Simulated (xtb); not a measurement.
4-methyl-2H-pyrrole (C5H7N), SMILES CC1=CCN=C1. All values are semi-empirical tight-binding results from xtb (GFN2-xTB unless named), good for trends rather than for accurate numbers. Geometry: GFN2-xTB. One conformer was computed; it need not be the lowest.

Optimised geometry:

Bonded distances (Å): C1–C2 1.487, C1–H7 1.090, C1–H8 1.090, C1–H9 1.087, C2–C3 1.344, C2–C6 1.456, C3–C4 1.494, C3–H10 1.073, C4–N5 1.438, C4–H11 1.093, C4–H12 1.093, N5–C6 1.278, C6–H13 1.077. Angles (°): C2–C1–H7 110.2, C2–C1–H8 110.2, C2–C1–H9 110.8, H7–C1–H8 107.8, H7–C1–H9 108.9, H8–C1–H9 108.9, C1–C2–C3 130.0, C1–C2–C6 124.6, C3–C2–C6 105.4, C2–C3–C4 107.8, C2–C3–H10 128.6, C4–C3–H10 123.6, C3–C4–N5 105.6, C3–C4–H11 112.9, C3–C4–H12 112.9, N5–C4–H11 109.2, N5–C4–H12 109.2, H11–C4–H12 107.0, C4–N5–C6 107.2, C2–C6–N5 113.9, C2–C6–H13 124.9, N5–C6–H13 121.2.
Charge 0, spin multiplicity 1.

| Item | Result |
|---|---|
| point group as xtb finds it | Cs |
| orbital gap | 3.28 eV |
| dipole moment | 2.22 D |
| zero-point energy | 66.9 kcal/mol |
| G − E(el) at 298.15 K (modified RRHO) | 48.7 kcal/mol |
| static polarisability (D4 model) | 63.7 bohr³ |
| solvation energy, GFN2-xTB/ALPB(water) | -3.2 kcal/mol |
| solvation energy, GFN2-xTB/ALPB(dmso) | -5.4 kcal/mol |

Question: Give the IR lines (harmonic; lines under 4 % of the strongest left out, lines within 3 cm⁻¹ merged). (An estimate is asked for; the answer gives what the named calculation found.)

Answer: ν (cm⁻¹): 369 (s), 562 (w), 742 (m), 827 (w), 958 (s), 986 (w), 1008 (m), 1034 (s), 1166 (m), 1191 (m), 1241 (m), 1317 (m), 1384 (m), 1401 (w), 1476 (w), 1480 (w), 1577 (vs), 1672 (w), 2942 (m), 2969 (m), 3003 (s), 3016 (m), 3041 (s), 3113 (s), 3148 (s) (against the strongest line: vs over 80 %, s over 45 %, m over 15 %, w over 4 %, vw less)

Question: Give the atomic charges and the Wiberg bond orders between heavy atoms. (Estimate from the structure and the level; the computed values follow.)

Answer: charges (e) C1 -0.10, C2 0.00, C3 -0.05, C4 0.01, N5 -0.25, C6 0.06, H7 0.05, H8 0.05, H9 0.04, H10 0.03, H11 0.07, H12 0.07, H13 0.03. Bond orders C1–C2 1.03, C2–C3 1.75, C3–C4 1.04, C4–N5 1.04, C2–C6 1.11, N5–C6 1.79.
